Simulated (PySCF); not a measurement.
C3H4O2Si, SMILES C=C1OC(=O)[SiH2]1.

Geometry: PBE0-D3(BJ)/def2-SVP. This is a generated structure with no PubChem entry under its InChIKey; it may be hypothetical.

The numbers are results of ωB97X/def2-TZVP run with PySCF, not measurements.

Symmetry labels are those of the subgroup Cs that the program uses (full group Cs).

**Question.** List the valence orbital energies around the gap with their symmetry. (The exact figures need the calculation; the answer reports its results.)

**Answer.** 
| orbital | symmetry | energy (eV) |
|---|---|---|
| HOMO−7 | A" | -16.12 |
| HOMO−6 | A' | -14.78 |
| HOMO−5 | A' | -13.96 |
| HOMO−4 | A" | -13.32 |
| HOMO−3 | A" | -13.03 |
| HOMO−2 | A' | -11.89 |
| HOMO−1 | A' | -10.27 |
| HOMO | A" | -9.89 |
| LUMO | A" | 1.08 |
| LUMO+1 | A' | 1.24 |
| LUMO+2 | A" | 1.89 |
| LUMO+3 | A' | 2.68 |
